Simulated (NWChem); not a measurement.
C4H6O; SMILES C1=COCC1

```xyz
11

C      0.9853     0.7619     0.0109
C      1.0589    -0.5695     0.0462
O     -0.1386    -1.2294     0.0370
C     -1.1742    -0.2125     0.0994
C     -0.4734     1.1626    -0.0640
H      1.8231     1.4459    -0.0041
H      1.9238    -1.2219     0.0734
H     -1.6716    -0.3089     1.0712
H     -1.9000    -0.4315    -0.6885
H     -0.7699     1.8630     0.7268
H     -0.7203     1.6416    -1.0221
```
Atoms are numbered in this order, from 1.

All runs: NWChem. Pople sets run with spherical d functions. Structure relaxed at the B3LYP/6-31G* (spherical d) level. B3LYP is NWChem's, with the RPA form of VWN correlation. Level: B3LYP/6-31G* with SMD (1 M gas to 1 M solution), gas-phase geometry.

### Question
Predict the results for solvent water. Quantities: solvation free energy (kcal/mol); cavity-dispersion-structure term (kcal/mol); dipole in solution (D).

### Answer
```
Item                                         Value
-------------------------------------------  -----
solvation free energy (kcal/mol)              -1.4
cavity-dispersion-structure term (kcal/mol)    3.1
dipole in solution (D)                        1.65
```
